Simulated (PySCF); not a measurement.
H3MgN, SMILES [NH2][MgH].

Geometry: B3LYP-D3(BJ)/def2-TZVP.

These are PySCF with TDA-ωB97X/def2-TZVPD values and carry that method's errors.

Vertical excitations. Gas-phase values at a fixed geometry. State labels are in the subgroup C2v.

| state | symmetry | energy (eV) | λ (nm) | f | main pairs |
|---|---|---|---|---|---|
| S1 | B1 | 4.77 | 260 | 0.085 | HOMO→LUMO 94 % |
| S2 | A2 | 5.31 | 233 | 0.000 | HOMO→LUMO+1 81 %, HOMO→LUMO+4 14 % |
| S3 | A1 | 6.16 | 201 | 0.028 | HOMO→LUMO+2 82 % |
| S4 | B2 | 6.51 | 190 | 0.194 | HOMO−1→LUMO+1 85 %, HOMO−1→LUMO+4 14 % |
| S5 | B1 | 6.81 | 182 | 0.080 | HOMO→LUMO+6 33 %, HOMO→LUMO+3 31 %, HOMO−1→LUMO+2 19 %, HOMO→LUMO+7 11 % |
| S6 | B1 | 6.86 | 181 | 0.159 | HOMO−1→LUMO+2 64 %, HOMO−1→LUMO+5 11 %, HOMO→LUMO+3 10 % |
| S7 | A1 | 7.16 | 173 | 0.520 | HOMO−1→LUMO 84 % |
| S8 | A2 | 7.51 | 165 | 0.000 | HOMO→LUMO+4 59 %, HOMO→LUMO+8 21 %, HOMO→LUMO+12 9 % |
| S9 | A1 | 8.07 | 154 | 0.062 | HOMO→LUMO+5 77 % |
| S10 | B1 | 8.23 | 151 | 0.011 | HOMO→LUMO+6 52 %, HOMO→LUMO+3 27 %, HOMO→LUMO+7 16 % |
| T1 | B1 | 4.58 | 271 | 0 | HOMO→LUMO 91 % |
| T2 | A2 | 5.41 | 229 | 0 | HOMO→LUMO+1 83 % |
| T3 | A1 | 5.55 | 224 | 0 | HOMO→LUMO+2 70 %, HOMO−1→LUMO 12 % |
| T4 | A1 | 5.83 | 213 | 0 | HOMO−1→LUMO 65 %, HOMO→LUMO+2 14 %, HOMO−1→LUMO+6 10 % |
Triplets are in the Tamm–Dancoff approximation.
